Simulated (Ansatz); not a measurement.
Consider the ligand exchange at the Si–C bond: `[SiH3]C1OC=CO1` + `OB1N[SiH2]1` → `[SiH3]OB1N[SiH2]1` + `C1=COCO1`.

Gas-phase electronic energies from Ansatz, PBE0-D4/def2-TZVP geometries. CBS: MP2 limit from def2 TZ/QZ plus the TZ coupled-cluster correction, frozen cores. Each species was taken in one conformer, which may not be the lowest.

```tsv
species	CCSD(T)/CBS(def2) energy (Eh)
`[SiH3]C1OC=CO1`	-557.11795
`OB1N[SiH2]1`	-446.20480
`[SiH3]OB1N[SiH2]1`	-736.52181
`C1=COCO1`	-266.84686
```

Q: Work out ΔE.

A: ΔE = (-736.52181) + (-266.84686) − (-557.11795) − (-446.20480) = -0.04592 Eh = -120.6 kJ/mol.

Largest T1 diagnostic among the species: 0.014.

In def2-TZVPP, CCSD(T) changes the Hartree–Fock value by +23.5 kJ/mol (the triples alone add +3.3 kJ/mol) and MP2 by +21.2 kJ/mol. From PBE to PBE0 (25 % exact exchange), in def2-TZVPP and without D4, ΔE moves by −7.7 kJ/mol.
